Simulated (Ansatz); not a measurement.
## TlH3 in a box, plane waves

Ansatz 0.2.0, DFT PBE, spin-orbit coupling, plane waves, PAW, molecule in a box. The geometry was relaxed with Gaussian bases (TPSS; Tl def2-SVP with ECP60, H def2-SVP).

```yaml
crystal:
  lattice:
    - [11.64, 0.0, 0.0]
    - [0.0, 9.0, 0.0]
    - [0.0, 0.0, 12.05]
  atoms:
    - { symbol: Tl, position: [0.46204897, 0.5, 0.50002905] }
    - { symbol: H, position: [0.38659794, 0.5, 0.62661411] }
    - { symbol: H, position: [0.38659794, 0.5, 0.37344398] }
    - { symbol: H, position: [0.6132354, 0.5, 0.50002905] }
basis:
  ecutwfc: 420
  ecutrho_ratio: 4
kpoints:
  mp_grid: { grid: [1, 1, 1] }
hamiltonian:
  xc: pbe
scf:
  occupations: { method: gaussian, width: 0.01 }
output:
  forces: true
  eigenvalues: true
  populations: true
  write_density: true
  write_potential: true
  elf: true
  volumetric_format: npy
magnetization:
  noncollinear: true
  spin_orbit: true
```

Command:
```sh
ansatz run input.yaml --threads 2 --pin off --max-ram 5120MiB --backend cpu --events-out ev --progress --plain --runs-dir out
```
It took 6.7 s on 2 threads of Arm Neoverse V2, with other jobs on the host, peak memory 1.3 GiB.

Problem. How does the SCF go?

Solution. 
```
SCF iter   1: F=—  HF=-11526.235392 eV  |F-HF|=—  |Δ(HF+E_count)|=         —  Δρ=1.37e-2
preconditioner: auto → Resta (q_TF=auto, 1.317 Å⁻¹)  ε∞=1.1  [insulator: Δε(μ)=5.479 eV  Ē_g=12.392 eV  σ=0.010 eV  W_gap=1.00  n_
spin=Noncollinear: Resta preconditioning applied to the charge; magnetization (m_x, m_y, m_z) channels mix plain (no charge-respon
SCF iter   2: F=—  HF=-11525.483498 eV  |F-HF|=—  |Δ(HF+E_count)|=   7.52e-1  Δρ=7.57e-3
SCF iter   3: F=—  HF=-11525.161447 eV  |F-HF|=—  |Δ(HF+E_count)|=   3.22e-1  Δρ=9.80e-4
SCF iter   4: F=—  HF=-11525.163312 eV  |F-HF|=—  |Δ(HF+E_count)|=   1.87e-3  Δρ=4.39e-4
SCF iter   5: F=—  HF=-11525.163651 eV  |F-HF|=—  |Δ(HF+E_count)|=   3.38e-4  Δρ=5.39e-5
SCF iter   6: F=—  HF=-11525.163685 eV  |F-HF|=—  |Δ(HF+E_count)|=   3.42e-5  Δρ=8.41e-6
SCF iter   7: F=-11525.163685 eV  HF=-11525.163685 eV  |F-HF|=4.42e-8  |Δ(HF+E_count)|=   5.11e-8  Δρ=1.77e-6
```

Problem. Which levels lie next to the highest filled one (eV, counted from it)?

Solution. Filled: -8.42, -8.42, -8.26, -8.26, -4.84, -4.84, -0.41, -0.41, 0.00, 0.00. Empty: 4.13, 4.13, 5.45, 5.45, 6.43, 6.43, 7.00, 7.00.

Problem. What forces are left at this geometry, relaxed with Gaussian bases (eV/Å)?

Solution. 
```
Tl   0.00  0.00  0.00
H    0.09  0.00 -0.16
H    0.09  0.00  0.16
H   -0.17  0.00  0.00
```

The highest of the empty levels listed lie near the vacuum level and may be states of the box.

The forces come from the other functional as well as from the basis.

No frequency check is given that shows the relaxed geometry to be a minimum.
